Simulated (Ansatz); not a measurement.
Consider the hydrogenolysis of the Si–N bond: `N[SiH](Cl)Cl` + H₂ → `Cl[SiH2]Cl` + NH₃.

Gas-phase electronic energies from Ansatz, PBE0-D4/def2-TZVP geometries. CCSD(T)/CBS adds triple-zeta CCSD(T) − MP2 to the extrapolated MP2 energy (def2 sets, frozen cores). This one scheme is used for every species. Functionals use def2-TZVPP. B3LYP here is the variant with VWN-RPA as its local correlation; programs differ in this. Each species was taken in one conformer, which may not be the lowest.

`N[SiH](Cl)Cl`:

```xyz
7

N    -1.075   -0.142   -0.248
Si    0.541   -0.077    0.246
Cl    1.653   -1.046   -1.164
Cl    1.321    1.816    0.429
H    -1.324    0.024   -1.210
H    -1.809    0.140    0.383
H     0.692   -0.716    1.564
```

H₂:

```xyz
2

H    -0.054    0.116   -0.350
H     0.054   -0.116    0.350
```

`Cl[SiH2]Cl`:

```xyz
5

Cl   -1.625   -0.574    0.941
Si   -0.006    0.058   -0.128
Cl    1.707   -0.281    0.927
H    -0.134    1.510   -0.357
H     0.057   -0.714   -1.383
```

NH₃:

Z-matrix (Å, degrees):
```
N
H 1 1.013
H 1 1.013 2 107.1
H 1 1.013 2 107.1 3 -114.5
```

```tsv
level	ΔE (kJ/mol)	difference from CCSD(T)/CBS
LDA (SPW92)	52.1	4.4
r2SCAN-D4	52.0	4.3
B97M-V	46.5	-1.2
PBE0-D4	45.6	-2.1
r2SCANh-D4	51.3	3.6
CAM-B3LYP-D4	48.4	0.7
ωB97M-V	49.7	2.0
PBE-QIDH	46.6	-1.1
PBE	40.4	-7.3
BLYP	37.5	-10.2
B3LYP	39.1	-8.6
LC-ωPBE	44.1	-3.6
MP2/def2-SVP	45.0	-2.7
CCSD/def2-SVP	34.4	-13.3
HF/def2-QZVPP	33.5	-14.2
SCS-MP2/def2-QZVPP	48.4	0.7
CCSD(T)/CBS	47.7	0
```

Largest T1 diagnostic among the species: 0.009.

At CCSD(T), def2-SVP lies −11.5 kJ/mol from the extrapolated value and def2-TZVPP −2.6 kJ/mol. The D4 term adds +9.4 kJ/mol with B3LYP and +5.0 kJ/mol with PBE0; it sums over pairs of atoms, weighted by their polarisabilities, and B3LYP, whose exchange is more repulsive, gets the larger term. Leaving LDA and LC-ωPBE aside and taking each functional with its dispersion term where it has one, the values, not all of them listed here, spread over 7.5 kJ/mol, from B2PLYP to r2SCAN-D4. LDA lies +11.7 kJ/mol from PBE without D4.
